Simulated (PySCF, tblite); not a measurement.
Isomers of C7H9F3, one GFN2-xTB conformer each. Single-point energies are computed at PBE0/pcSseg-1 (PySCF, gas phase, no added dispersion term), electronic only.

```json
{"SMILES": "CCCCC#CC(F)(F)F", "GFN2-xTB relative energy (kJ/mol)": "37.9"}
{"SMILES": "C[C@]12C[C@](C(F)(F)F)(C1)C2", "GFN2-xTB relative energy (kJ/mol)": "0.0"}
```

Conformers: `[CH3:1][CH2:2][CH2:3][CH2:4][C:5]#[C:6][C:7]([F:8])([F:9])[F:10]` with C1–C2–C3–C4 180°, C2–C3–C4–C5 65°.

Task: What does PBE0/pcSseg-1 give for the same structures?

Result: 
```csv
SMILES,PBE0/pcSseg-1 E (Eh),PBE0/pcSseg-1 (kJ/mol),GFN2-xTB (kJ/mol),point group
C[C@]12C[C@](C(F)(F)F)(C1)C2,-570.98319,0.0,0.0,C3v
CCCCC#CC(F)(F)F,-570.97171,30.1,37.9,C1
```

Both levels put the same isomer lowest. As drawn, the lower has a four-membered ring and a quaternary carbon, which the higher lacks; the higher has a C≡C bond, which the lower lacks.

Task: Which frontier levels, dipoles and rotational constants go with these structures?

Result: 
```json
{"SMILES": "C[C@]12C[C@](C(F)(F)F)(C1)C2", "HOMO (eV, PBE0/pcSseg-1)": "-9.11", "LUMO (eV)": "1.32", "dipole (D)": "3.08", "A, B, C (MHz)": "2951, 849.7, 849.6"}
{"SMILES": "CCCCC#CC(F)(F)F", "HOMO (eV, PBE0/pcSseg-1)": "-8.51", "LUMO (eV)": "0.06", "dipole (D)": "3.82", "A, B, C (MHz)": "2441, 516.0, 471.2"}
```

Task: What happens when harmonic zero-point energies from GFN2-xTB frequencies are added?

Result: 
```csv
SMILES,ZPE (kJ/mol),electronic (kJ/mol),with ZPE (kJ/mol)
C[C@]12C[C@](C(F)(F)F)(C1)C2,385.3,0.0,0.0
CCCCC#CC(F)(F)F,378.0,30.1,22.8
```

The zero-point energies span 7.3 kJ/mol. The order is unchanged.
